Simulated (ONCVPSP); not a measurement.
# Bi (Z = 83): ONCV pseudisation with LDA (Perdew-Wang 92), scalar-relativistic reference atom.

* Element: Bi
* Generator: ONCVPSP 4.0.1
* Type: optimised norm-conserving Vanderbilt (ONCV)
* Functional: LDA (Perdew-Wang 92)
* Relativity: scalar-relativistic
* Frozen core: [Xe] 4f14 5d10
* Valence charge: 5
* Reference configuration: 6s2 6p2 (charge +1)
* Partial waves: 6s: rc 2.00 bohr, ncon 3, nbas 6, qcut 3.5 1/bohr, local; 6p: rc 2.55 bohr, ncon 4, nbas 7, qcut 3.5 1/bohr, 2 projectors, debl 1.7 Ha; d scattering state at 0.42 Ha: rc 2.15 bohr, ncon 3, nbas 6, qcut 5.1 1/bohr, 1 projector
* Local potential: the s channel
* Core correction: polynomial model core, fcfact 0.55

Results:

```
Cutoffs needed             : 8.7 Ha and 23 Ha (the cutoffs (Ha) at which the residual kinetic energy of the hardest occupied pseudo-wave falls to 1 and 0.1 mHa per electron)
Ghost test                 : no bound ghost flagged; GHOST(+) flagged for d at 484.4 eV
Largest excitation error   : -159 meV (all-electron minus pseudo) for 6s2 6p0, out of 4 test configurations
rms error of d²Exc/dni dnj : 12.61 mHa without and 0.85 mHa with the model core
```

Generation and tests took about 4.8 s on one core of a shared server CPU.
